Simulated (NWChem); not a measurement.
TlI; SMILES [I][Tl]

Computed with NWChem. The geometry was optimised at PBE0/def2-SVP. def2 effective core potentials on I, Tl; no spin-orbit coupling. Static field.

Q: Order these by “isotropic polarisability (bohr³)”, lowest first: Hartree-Fock/def2-TZVPD; Hartree-Fock/def2-SVP; Hartree-Fock/def2-TZVP.

A: Hartree-Fock/def2-SVP (63.9), Hartree-Fock/def2-TZVP (73.3), Hartree-Fock/def2-TZVPD (81.6)
